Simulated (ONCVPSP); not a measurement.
nickel (Ni): one change to an ONCV potential, before and after

nickel (Ni), optimised norm-conserving Vanderbilt (ONCV), made with ONCVPSP 4.0.1 (PBE, scalar-relativistic). Core [Ne], reference 3s2 3p6 3d8 4s1 (charge +1). Waves: 3s+4s: rc 1.15 bohr, ncon 3, nbas 7, qcut 8.5 1/bohr, 2 projectors; 3p: rc 1.15 bohr, ncon 4, nbas 8, qcut 11.4 1/bohr, 2 projectors, debl 3.8 Ha; 3d: rc 1.10 bohr, ncon 4, nbas 8, qcut 12.2 1/bohr, 2 projectors, debl 1.7 Ha. Local part: polynomial inside 1.10 bohr (lpopt 5, dvloc0 -1 Ha). Core correction: Teter function, fcfact 3, rcfact 1.4.

Change: d: qcut 16.6.

Cutoffs: the cutoffs (Ha) at which the residual kinetic energy of the hardest occupied pseudo-wave falls to 1 and 0.1 mHa per electron; they do not see the model core or the augmentation charge, which bear on the density cutoff. Errors are all-electron minus pseudo energies relative to the spin-unpolarised reference configuration.

How do hardness, ghosts and transferability respond?

The potential gets harder (68 Ha and 98 Ha → 93 Ha and 106 Ha); of the 4 tests that both files solve, the error grows in 0 and shrinks in 1 by more than 15 % and 0.3 meV (median size 0.9 → 0.9 meV); neither file shows a bound ghost. The waves are optimised to have the least kinetic energy above qcut, so the cutoff follows it (qcut²/2 in Ha).

| quantity | base | changed |
| --- | --- | --- |
| cutoff, loose | 68 Ha | 93 Ha |
| cutoff, tight | 98 Ha | 106 Ha |
| loose cutoff by channel | s 27 Ha, p 42 Ha, d 68 Ha | s 27 Ha, p 42 Ha, d 93 Ha |
| bound ghosts | none | none |
| GHOST(+) flags under 300 eV | none | none |
| error for 3s2 3p6 3d8 4s2, meV [ΔE -9.32 eV] | +1.2 | +1.1 |
| error for 3s2 3p6 3d8 4s0, meV [ΔE 17.35 eV] | -0.5 | -0.7 |
| error for 3s2 3p6 3d7 4s0, meV [ΔE 54.82 eV] | +3.1 | -1.3 |
| error for 3s2 3p6 3d8 4s0 4p2, meV [ΔE 0.18 eV] | 0.0 | 0.0 |
| s: phases at 1.17 bohr within 0.05 rad from the reference energy up to (Ha; the scan ends near 5) | to the end of the scan | to the end of the scan |
| p: phases at 1.17 bohr within 0.05 rad from the reference energy up to (Ha; the scan ends near 5) | to the end of the scan | to the end of the scan |
| d: phases at 1.12 bohr within 0.05 rad from the reference energy up to (Ha; the scan ends near 5) | to the end of the scan | to the end of the scan |
| rms error of d²Exc/dni dnj with the model core, mHa | 1.43 | 1.47 |
